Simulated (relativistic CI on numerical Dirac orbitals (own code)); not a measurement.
## Slater and spin-orbit integrals, Ir XXXVIII

Method of calculation: Dirac-Coulomb-Breit CI, separate exchange-only KLI orbitals for each configuration, QED by a radiative potential, unscaled Slater integrals (own radial code, finite nucleus).

Slater integrals F^k, G^k are unscaled and averaged over j, outside the closed core [Ar] 3d10; ζ comes from projecting the Hamiltonian with its Breit term on Σ l·s of the shell.

- 4s2 4p6 4d4: F^2(4d,4d) = 249590, F^4(4d,4d) = 170010, ζ(4d) = 72525 cm⁻¹; <r>(4d) = 0.4018, <r^2>(4d) = 0.1846 (bohr units).
- 4s2 4p6 4d3 4f: F^2(4d,4d) = 249440, F^4(4d,4d) = 169900, ζ(4d) = 72448, F^2(4d,4f) = 251310, F^4(4d,4f) = 163590, G^1(4d,4f) = 254950, G^3(4d,4f) = 177200, G^5(4d,4f) = 130650, ζ(4f) = 12979 cm⁻¹; <r>(4d) = 0.4021, <r^2>(4d) = 0.1849, <r>(4f) = 0.3761, <r^2>(4f) = 0.1602 (bohr units).
- 4s2 4p5 4d5: ζ(4p) = 584870, F^2(4d,4d) = 249530, F^4(4d,4d) = 169970, F^2(4p,4d) = 250510, G^1(4p,4d) = 310520, G^3(4p,4d) = 199000, ζ(4d) = 72255 cm⁻¹; <r>(4p) = 0.4004, <r^2>(4p) = 0.1816, <r>(4d) = 0.4019, <r^2>(4d) = 0.1847 (bohr units).

Give the Racah parameters of the d shell in 4s2 4p6 4d4.

B = F²/49 − 5F⁴/441 = 3166 cm⁻¹ and C = 35F⁴/441 = 13493 cm⁻¹.

Averages of the first 10 configurations, taken without configuration mixing, which lowers the lowest level and can move excited configurations by several eV; other configurations of the list can lie among them:

```json
{"Configuration": "4s2 4p6 4d4", "Parity": "even", "States": "210", "Average energy above the lowest level (eV)": "57.8"}
{"Configuration": "4s2 4p6 4d3 4f", "Parity": "odd", "States": "1680", "Average energy above the lowest level (eV)": "279.8"}
{"Configuration": "4s2 4p5 4d5", "Parity": "odd", "States": "1512", "Average energy above the lowest level (eV)": "287.6"}
{"Configuration": "4s 4p6 4d5", "Parity": "even", "States": "504", "Average energy above the lowest level (eV)": "479.6"}
{"Configuration": "4s 4p6 4d4 4f", "Parity": "odd", "States": "5880", "Average energy above the lowest level (eV)": "699.4"}
{"Configuration": "4s2 4p6 4d3 5s", "Parity": "even", "States": "240", "Average energy above the lowest level (eV)": "570.8"}
{"Configuration": "4s2 4p6 4d3 5d", "Parity": "even", "States": "1200", "Average energy above the lowest level (eV)": "753.6"}
{"Configuration": "4s2 4p6 4d3 5g", "Parity": "even", "States": "2160", "Average energy above the lowest level (eV)": "917.0"}
{"Configuration": "4p6 4d6", "Parity": "even", "States": "210", "Average energy above the lowest level (eV)": "906.2"}
{"Configuration": "4p5 4d7", "Parity": "odd", "States": "720", "Average energy above the lowest level (eV)": "1132.6"}
```
